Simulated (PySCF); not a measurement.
A structure optimised at B3LYP-D3(BJ)/def2-SVP, used in a PySCF frequency run:

```xyz
5

In     0.0022    -0.2449     0.0000
F      1.7806    -1.0691     0.0000
Cl    -0.1188     2.0815     0.0000
O     -1.5984    -1.4262     0.0000
H     -1.3270    -2.3573     0.0000
```

Q: Write its SMILES, formula and point group.

A: [OH][In]([F])[Cl], ClFHInO, Cs

Q: What are its rotational constants (standard atomic weights)?

A: 4.9022, 2.2911, 1.5614 GHz
